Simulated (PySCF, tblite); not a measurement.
Compound: C₅H₁₃OPSSi.
Bonds: O1–P2 (double), P2–C3, C3–Si4, P2–C5, C5–C6, C6–S7, S7–C8, C8–C9, P2–C9. Hydrogens: H10, H11 on C3; H12, H13, H14 on Si4; H15, H16 on C5; H17, H18 on C6; H19, H20 on C8; H21, H22 on C9.

Structure optimised with GFN2-xTB, isolated species.

Task: List the bond lengths, angles and torsions at this level.

Result: 
```json
{"bond": "O1=P2", "length (bohr)": "2.774"}
{"bond": "P2–C3", "length (bohr)": "3.437"}
{"bond": "C3–Si4", "length (bohr)": "3.596"}
{"bond": "P2–C5, P2–C9", "length (bohr)": "3.483"}
{"bond": "C5–C6, C8–C9", "length (bohr)": "2.867"}
{"bond": "C6–S7, S7–C8", "length (bohr)": "3.436"}
{"bond": "C3–H10, C3–H11", "length (bohr)": "2.059"}
{"bond": "Si4–H12", "length (bohr)": "2.772"}
{"bond": "Si4–H13, Si4–H14", "length (bohr)": "2.760"}
{"bond": "C5–H15, C9–H21", "length (bohr)": "2.061"}
{"bond": "C5–H16, C9–H22", "length (bohr)": "2.068"}
{"bond": "C6–H17, C8–H20", "length (bohr)": "2.064"}
{"bond": "C6–H18, C8–H19", "length (bohr)": "2.060"}
```

Bonds in one row agree within 0.02 bohr and their mean is given. A selection of angles:
```json
{"angle": "O1–P2–C3", "degrees": "115.1"}
{"angle": "O1–P2–C5", "degrees": "112.8"}
{"angle": "O1–P2–C9", "degrees": "112.2"}
{"angle": "C3–P2–C5", "degrees": "106.9"}
{"angle": "C3–P2–C9", "degrees": "105.7"}
{"angle": "C5–P2–C9", "degrees": "103.2"}
{"angle": "P2–C3–Si4", "degrees": "110.0"}
{"angle": "P2–C5–C6", "degrees": "107.8"}
{"angle": "C5–C6–S7", "degrees": "111.8"}
{"angle": "C6–S7–C8", "degrees": "98.9"}
```

Dihedral angles: O1–P2–C3–Si4 53° (synclinal); O1–P2–C5–C6 60° (synclinal); P2–C5–C6–S7 70° (synclinal); C5–C6–S7–C8 -67° (synclinal); C6–S7–C8–C9 67° (synclinal); S7–C8–C9–P2 -70° (synclinal); O1–P2–C9–C8 -60° (synclinal). The mirror-image conformer, all signs reversed, is as good.

Si4 (SiH3 silicon) is tetrahedral (angles from 106.1° to 111.0°). Of the pairs four or more bonds apart, Si4···H16 is among the closest relative to their van der Waals radii: 3.29 Å, 100 % of the sum of Bondi's values. The C–P distances run from 1.819 Å (P2–C3, drawn single) to 1.845 Å (P2–C9, drawn single), a spread of 0.026 Å. S7 (sulfide sulfur) is bent (angle 98.9°). The 6-membered ring P2–C5–C6–S7–C8–C9 has internal angles of 98.9° to 111.8° (sum 641°, against 720° for a flat polygon); it is puckered, 0.32 Å rms from its mean plane, widest ring torsion 70°. P2 (phosphoryl phosphorus) is distorted tetrahedral (angles from 103.2° to 115.1°).

Point group: C1 (no symmetry element, even within 0.4 Å). Its GFN2-xTB frequencies are all real (lowest 35 cm⁻¹). The numbers are those of one conformer.

The numbers are calculated, not measured.
